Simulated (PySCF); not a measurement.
Species: C7H11O (doublet state).
Cartesian coordinates in Å at the GFN2-xTB level; atoms count from 1:
```xyz
19
C7H11O angstrom
C      3.2096   -0.0031   -0.3297
O      2.1105   -0.8108    0.0122
C      0.8867   -0.2275   -0.0744
C      0.5381    1.0040   -0.4372
C     -0.9498    1.1877   -0.3776
C     -1.4381   -0.1335    0.1039
C     -2.8628   -0.5139    0.2091
C     -0.3017   -1.0749    0.2898
H      4.0935   -0.6286   -0.2184
H      3.2854    0.8629    0.3360
H      3.1349    0.3489   -1.3638
H      1.1897    1.8026   -0.7424
H     -1.3668    1.4557   -1.3606
H     -1.2293    2.0094    0.2986
H     -3.2339   -0.9719   -0.7176
H     -3.0126   -1.2422    1.0064
H     -3.4814    0.3600    0.4090
H     -0.2163   -1.4522    1.3179
H     -0.3655   -1.9635   -0.3536
```

The hyperfine couplings belong to this conformer and change with its torsions.

Identity: `[C]1(C)CC=C(C1)OC` [radical].

Computed with UKS B3LYP, pcH-1 on C H O, non-relativistic, mean-field spin-orbit, GIAO in PySCF. Isolated species at its GFN2-xTB geometry (one conformer only). The geometry wasn't refined by DFT: couplings that depend on bond lengths, twists or pyramidal angles can differ widely from those at the functional's own minimum. No stability test was run, so a lower SCF solution isn't excluded.

Problem. Where do the isotropic ENDOR lines of C6, C8, C5, C7, C4, H18/H19, H13/H14, H15/H16/H17 and H12 fall at 337.0 mT, to first order?

Solution. ν± = |νn ± a/2|, one line for each electron-spin manifold; νn = |g_N| × 7.62259 MHz/T × B.

| nuclei | isotope | g_N | νn (MHz) | a_iso (MHz) | lower line (MHz) | upper line (MHz) |
| --- | --- | --- | --- | --- | --- | --- |
| C6 | 13C | 1.4048 | 3.61 | 97.48 | 45.13 | 52.35 |
| C8 | 13C | 1.4048 | 3.61 | -34.71 | 13.75 | 20.96 |
| C5 | 13C | 1.4048 | 3.61 | -33.53 | 13.16 | 20.37 |
| C7 | 13C | 1.4048 | 3.61 | -33.08 | 12.93 | 20.15 |
| C4 | 13C | 1.4048 | 3.61 | 0.86 | 3.18 | 4.04 |
| H18/H19 | 1H | 5.5857 | 14.35 | 105.96 | 38.63 | 67.33 |
| H13/H14 | 1H | 5.5857 | 14.35 | 99.54 | 35.42 | 64.12 |
| H15/H16/H17 | 1H | 5.5857 | 14.35 | 68.19 | 19.75 | 48.44 |
| H12 | 1H | 5.5857 | 14.35 | -1.91 | 13.39 | 15.31 |

The rows for 13C, of low natural abundance, apply to labelled samples.

Problem. Which pairs are centred on the nuclear Larmor frequency, and which on half the coupling?

Solution. Centred on νn, since |a| < 2νn: C4 and H12. Centred on |a|/2 and split by 2νn: C6, C8, C5, C7, H18/H19, H13/H14 and H15/H16/H17.

Problem. At what field would the lower line of H18/H19 fall to zero frequency?

Solution. Where νn = |a|/2, that is B = 52.98 MHz/(5.5857 × 7.62259 MHz/T) = 1240 mT, as far as first order holds there.

Means are taken over nuclei equivalent by connectivity, which assumes that they swap fast. The three 1H nuclei of mean +68.2 MHz run from 27.7 to 133.8 MHz in the frozen geometry.

Largest spin populations (Mulliken): C6 (+0.97), C8 (-0.08), C5 (-0.08) and C7 (-0.08). No atom but C6 exceeds +0.15. The angles at C6 add up to 359.5°, so it is planar.
